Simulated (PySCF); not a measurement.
## Gas-phase XPS of `C[Si](C)(Cl)[Si](C)(C)Cl`, computed

Species: C₄H₁₂Cl₂Si₂.
Bonds: C1–Si2, Si2–C3, Si2–Cl4, Si2–Si5, Si5–C6, Si5–C7, Si5–Cl8. Hydrogens: H9, H10, H11 on C1; H12, H13, H14 on C3; H15, H16, H17 on C6; H18, H19, H20 on C7.

Method: delta-SCF UKS SCAN, pcX-2 on the ionised atom, pcseg-1 elsewhere, spin-free X2C in PySCF. These are vertical core ionisation energies against the vacuum level, from separate self-consistent calculations with and without the core hole.

Question: Give the core binding energies atom by atom.

Answer: 
```json
{"atom(s)": "Si2/Si5", "bonded to": "Cl, 2 C and Si", "level": "Si 2p3/2", "binding energy (eV)": "106.85", "2p1/2 (eV)": "107.47", "count": "2"}
{"atom(s)": "Cl4/Cl8", "bonded to": "Si", "level": "Cl 2p3/2", "binding energy (eV)": "205.31", "2p1/2 (eV)": "206.97", "count": "2"}
{"atom(s)": "C1/C3/C6/C7", "bonded to": "3 H and Si", "level": "C 1s", "binding energy (eV)": "290.38", "2p1/2 (eV)": "–", "count": "4"}
{"atom(s)": "Si2/Si5", "bonded to": "Cl, 2 C and Si", "level": "Si 1s", "binding energy (eV)": "1846.68", "2p1/2 (eV)": "–", "count": "2"}
{"atom(s)": "Cl4/Cl8", "bonded to": "Si", "level": "Cl 1s", "binding energy (eV)": "2827.91", "2p1/2 (eV)": "–", "count": "2"}
```

Question: Which photon energy gives electrons from Si 1s of Si2/Si5 a kinetic energy of 20 eV, and what is their de Broglie wavelength?

Answer: hν = 1846.68 + 20 = 1866.68 eV, recoil neglected; λ = 12.264 Å/√(E/eV) = 2.74 Å.

Topologically equivalent atoms share the value of their first member; where this conformer doesn't relate them by symmetry, their own values could differ. The 2p values aren't plain energy differences: one relaxed spin-free 2p hole is combined with a matrix within the shell (ground-state 2p orbital-energy differences and spin–orbit coupling). 2p3/2, the mean of its two sublevels, lies a third of the splitting below the shell's mean and 2p1/2 two thirds above it; the statistical areas are 2:1. 2p1/2 minus 2p3/2 (ligand field included): Si 0.63 eV, Cl 1.65 eV. Geometry: PBE0-D3(BJ)/def2-SVP, one conformer, isolated molecule.

Shape of the structure used: `[CH3:1][Si:2]([CH3:3])([Cl:4])[Si:5]([CH3:6])([CH3:7])[Cl:8]`: C1–Si2–Si5–C6 76°.
